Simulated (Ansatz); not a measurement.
Frontier orbitals of C$_{3}$H$_{10}$InNO (`CC(C)[O][InH][NH2]`).

```xyz
16

C     0.408   -1.781    0.102
C    -0.169   -0.560    0.798
C     0.450   -0.358    2.169
O     0.059    0.604    0.043
In   -0.937    1.040   -1.622
N     0.018    2.563   -2.502
H     1.479   -1.642   -0.065
H     0.262   -2.688    0.695
H    -0.072   -1.940   -0.870
H    -1.252   -0.728    0.937
H     1.527   -0.202    2.069
H     0.281   -1.226    2.812
H     0.022    0.523    2.651
H    -2.286    0.135   -2.125
H     0.669    3.092   -1.941
H    -0.460    3.168   -3.151
```

Charge 0, multiplicity 1. Correlated methods include outer-core shells of In, which these sets cover unevenly. In takes the def2 core potential. The geometry is a stationary point of PBE0-D4/def2-TZVP. It is one conformer, not always the lowest. Basis def2-TZVPP, Ansatz 0.2.0.

(1) Compute the vertical ionisation energy as the energy of the cation minus that of the neutral molecule, at each level. (Estimate.)

Answers

(1) The calculation gave: 
```tsv
level	IE (eV)	difference from CCSD(T)/def2-TZVPP
PBE-D4/def2-TZVPP	8.36	-0.83
r2SCAN-D4/def2-TZVPP	8.46	-0.73
PBE0-D4/def2-TZVPP	8.76	-0.44
B3LYP-D4/def2-TZVPP	8.77	-0.42
ωB97X-V/def2-TZVPP	9.14	-0.05
ωB97M-V/def2-TZVPP	9.14	-0.05
B2PLYP/def2-TZVPP	9.12	-0.08
HF/def2-TZVPP	7.81	-1.38
MP2/def2-TZVPP	9.70	0.51
CCSD/def2-TZVPP	9.15	-0.05
CCSD(T)/def2-TZVPP	9.19	0.00
HF/def2-QZVPP	7.82	-1.37
MP2/def2-QZVPP	9.82	0.63
```

B3LYP here is the variant with VWN-RPA as its local correlation; programs differ in this.
